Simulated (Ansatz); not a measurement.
C4H8O3 can be A, `CCOC(=O)OC`, or B, `COCOC(C)=O`.

Calculated with Ansatz (gas phase, PBE0-D4/def2-TZVP geometries, no zero-point term in ΔE). CCSD(T)/CBS adds triple-zeta CCSD(T) − MP2 to the extrapolated MP2 energy (def2 sets, frozen cores). DFT in def2-TZVPP. B3LYP here is the variant with VWN-RPA as its local correlation; programs differ in this. Each species was taken in one conformer, which may not be the lowest.

A:

Z-matrix (Å, degrees):
```
C
C 1 1.508
H 1 1.092 2 110.8
H 1 1.093 2 109.7 3 119.5
H 1 1.091 2 110.7 3 -121.2
O 2 1.434 1 111.5 3 56.5
H 2 1.090 1 111.4 3 -59.5
H 2 1.091 1 111.3 3 178.4
C 6 1.327 2 115.6 1 83.3
O 9 1.202 6 126.5 2 1.7
O 9 1.330 6 108.0 2 -178.5
C 11 1.423 9 114.5 6 -179.7
H 12 1.088 11 105.6 9 -180.0
H 12 1.091 11 110.7 9 60.5
H 12 1.091 11 110.7 9 -60.4
```

B:

Z-matrix (Å, degrees):
```
C
O 1 1.412
H 1 1.089 2 106.7
H 1 1.095 2 111.6 3 119.0
H 1 1.095 2 111.2 3 -119.6
C 2 1.373 1 114.7 3 171.3
O 6 1.432 2 111.9 1 76.4
H 6 1.094 2 112.3 1 -45.7
H 6 1.089 2 107.1 1 -168.9
C 7 1.347 6 118.0 2 -102.8
C 10 1.497 7 110.5 6 179.9
O 10 1.200 7 124.3 6 -0.2
H 11 1.091 10 109.8 7 -57.2
H 11 1.087 10 109.7 7 -178.6
H 11 1.092 10 109.7 7 60.4
```

**Question.** Which isomer does CCSD(T)/CBS put lower? Give the gap. (Estimate.)

**Answer.** Computed: A, by 9.8 kcal/mol.

**Question.** Give E(B) − E(A) in kcal/mol with HF/def2-TZVPP, CCSD/def2-TZVPP, B3LYP, B2PLYP, PBE0-D4, ωB97M-V, CCSD(T)/def2-TZVPP. (An estimate is asked.)

**Answer.** Ansatz gave: HF/def2-TZVPP 11.7, CCSD/def2-TZVPP 10.2, B3LYP 10.0, B2PLYP 10.1, PBE0-D4 10.6, ωB97M-V 10.2, CCSD(T)/def2-TZVPP 9.8. None reverses the order clearly.

Largest T1 diagnostic: 0.014.

From PBE to PBE0 (25 % exact exchange), in def2-TZVPP and without D4, E(B) − E(A) moves by +0.9 kcal/mol. In def2-TZVPP, CCSD(T) changes the Hartree–Fock value by −1.9 kcal/mol (the triples alone add −0.3 kcal/mol) and MP2 by −1.4 kcal/mol.
